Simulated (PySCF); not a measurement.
**Radial density of Nb (niobium, neutral)**

BLYP, [Kr] 4d4 5s1, high-spin 6D determinant. Computed with PySCF 2.14 in x2c-TZVPPall with one added diffuse shell each of s, p, d, f type (9s7p7d3f1g, 95 functions), with scalar relativity by spin-free X2C-1e.

```csv
r (bohr),4πr²ρ (e/bohr),4πr²(ρα − ρβ)
0.0385,46.44,-0.0010
0.0648,46.69,0.0054
0.109,63.60,0.0655
0.183,44.01,0.2494
0.308,45.84,0.3790
0.518,30.69,0.0105
0.872,10.40,0.7901
1.47,7.466,1.9634
2.47,1.915,1.4692
4.15,0.4865,0.4834
6.98,0.03434,0.0343
11.7,0.0002882,0.0003
```

Densities and radii are taken from the X2C orbitals without a picture-change correction, which distorts them close to the nucleus.
